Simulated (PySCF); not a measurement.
# Reading the logs of faulty runs: AlBGeH6N

Calculated results; nothing here was measured. They come from PySCF 2.14.0, an open-source quantum chemistry program, on an isolated molecule that a program drew, which may never have been made. The molecule is AlBGeH6N (charge 0, doublet), drawn as the SMILES string `[AlH][BH][NH][GeH3]`.

Each row is a Hartree-Fock (HF) and frozen-core CCSD(T) single point in the cc-pV(D+d)Z basis, meant for a local HF minimum. Run 1 is clean. Each other run has one planted mistake out of seven kinds, and not every kind appears here: one electron removed, one electron added, multiplicity raised by two, geometry at a saddle point, minimal basis STO-3G, one bond length entered in bohr, all coordinates scaled. The reference is restricted for singlets and unrestricted otherwise, and also for a bond in bohr. Adding or removing an electron swaps singlet and doublet. Electrons count all cores. HOMO and LUMO are orbital energies over both spins, the gradient is its largest component, and the lowest frequency (negative if imaginary) is given only where the gradient is small. Bond lengths are over the 9 bonds as drawn. T1 is the CCSD diagnostic: over 0.02 (restricted) or 0.045 (unrestricted) a single reference is doubtful. Germanium has the cc-pVDZ-PP basis, with a core potential (ECP10MDF) in place of its 10 inner electrons, and its 3s, 3p and 3d shells are frozen in CCSD(T).

Geometry of the clean run:
```xyz
10
AlBGeH6N, angstrom
Al    2.9240    1.8069   -0.6207
B     0.9835    1.1879   -1.3761
N    -0.1907    1.0400   -0.6198
Ge   -1.8760    0.5580   -1.2421
H     4.1064    0.7567   -0.3738
H     0.8880    0.9945   -2.5688
H    -0.1427    1.2051    0.3680
H    -2.2942   -0.7692   -0.6011
H    -2.8837    1.6397   -0.8395
H    -1.7820    0.4291   -2.7567
```

```
run  electrons  basis functions  <S^2>  HOMO (eV)  LUMO (eV)  gradient (hartree/bohr)  lowest frequency (cm^-1)  mean bond (Å)  longest bond (Å)      T1  HF (hartree)  CCSD(T) (hartree)                     mistake
  1         63              104  0.765      -7.24       0.89                  9.8e-06                        30         1.5377             2.172  0.0175    -617.90749         -618.37676                    no fault
  2         62              104  0.000     -15.10      -5.79                  5.3e-02                         -         1.5377             2.172  0.0194    -617.66771         -618.13550        one electron removed
  3         64              104  0.000       0.01       6.12                  3.5e-02                         -         1.5377             2.172  0.0188    -617.87863         -618.38091          one electron added
  4         63              104  3.758      -5.78      -0.88                  7.4e-02                         -         1.5377             2.172  0.0281    -617.80050         -618.25773  multiplicity raised by two
  5         63              104  0.767      -7.41       0.79                  5.3e-02                         -         1.6423             2.320  0.0198    -617.87250         -618.35267                           ?
  6         63              104  1.621      -7.27       0.81                  8.6e-03                         -         1.6883             2.878  0.0436    -617.80132         -618.25772                           ?
```

**Which mistake was planted in run 5, and what did it cost?**

The mean and the longest bond both change by the same factor, 1.068, and the gradient is no longer small. So the mistake is: all coordinates scaled. Subtracting run 1 and multiplying by 627.51 kcal/mol a hartree, the energy moved by 22.0 kcal/mol in HF and 15.1 kcal/mol in CCSD(T).

**Which mistake was planted in run 6, and what did it cost?**

The mean bond changes by a factor of 1.098 and the longest by 1.325, so the molecule wasn't scaled as a whole. A length L in bohr read as angstrom grows by (1/0.5292 - 1) L = 0.890 L. The 9 bonds together grew by 9 x 0.1506 = 1.355 Å, which gives L = 1.523 Å. That is the length of one of the Ge-H bonds, 1.523 Å in the clean geometry. So the mistake is: one bond length entered in bohr. Subtracting run 1 and multiplying by 627.51 kcal/mol a hartree, the energy moved by 66.6 kcal/mol in HF and 74.7 kcal/mol in CCSD(T).

Cautions from the logs. Run 3: the HOMO is above zero, so the electron isn't bound and the energy depends on the basis.
